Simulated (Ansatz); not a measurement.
Computed with Ansatz.

Basis-set series for `CC#[N+][InH3-]`. Total charge 0; spin multiplicity 1. In takes the def2 core potential. The geometry is a stationary point of PBE0-D4/def2-TZVP.

```csv
functional,basis,functions,energy (Eh),HOMO (eV),LUMO (eV)
PBE0-D4,def2-SVP,98,-324.39427,-7.05,-0.18
PBE0-D4,def2-QZVPP,433,-324.56186,-7.12,-0.33
ωB97M-V,def2-SVP,98,-324.43135,-9.19,1.85
ωB97M-V,def2-QZVPP,433,-324.60779,-9.32,0.65
```

Task: Give the rows for def2-TZVPP. (Best estimate.)

Result: The calculation gave: 
```tsv
functional	basis	functions	energy (Eh)	HOMO (eV)	LUMO (eV)
PBE0-D4	def2-TZVPP	227	-324.55284	-7.11	-0.29
ωB97M-V	def2-TZVPP	227	-324.59908	-9.31	1.13
```

Positive LUMOs are unbound and depend on the basis.
